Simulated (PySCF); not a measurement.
# Hf³⁺ (hafnium, charge +3) across methods

[Xe] 4f14 5d1, 2D determinant. Computed with PySCF 2.14 in aug-cc-pwCVQZ-PP with ECP60MDF (9s9p8d5f4g3h, 180 functions), with scalar relativity through the core potential.

| method | E (hartree) | mean ε 5p α (eV) | mean ε 5p β (eV) | mean ε 5d α (eV) | Σ⟨r²⟩ (bohr²) | ⟨S²⟩ |
| --- | --- | --- | --- | --- | --- | --- |
| UHF | -46.46155 | -70.618 | -69.055 | -32.457 | 19.58 | 0.752 |
| PBE | -46.8394 | -62.156 | -61.513 | -27.823 | 19.54 | 0.751 |
| PBE0 | -46.8246 | -64.543 | -63.694 | -29.166 | 19.51 | 0.751 |
| r2SCAN | -46.8573 | -63.074 | -62.280 | -28.022 | 19.46 | 0.751 |

Estimate the same row for LDA.

E (hartree) = -46.6655; mean ε 5p α (eV) = -62.017; mean ε 5p β (eV) = -61.388; mean ε 5d α (eV) = -27.652; Σ⟨r²⟩ (bohr²) = 19.67; ⟨S²⟩ = 0.750.

Energies and moments cover only the electrons outside the core potential. Spin-orbit coupling, absent here, splits the open shell strongly.
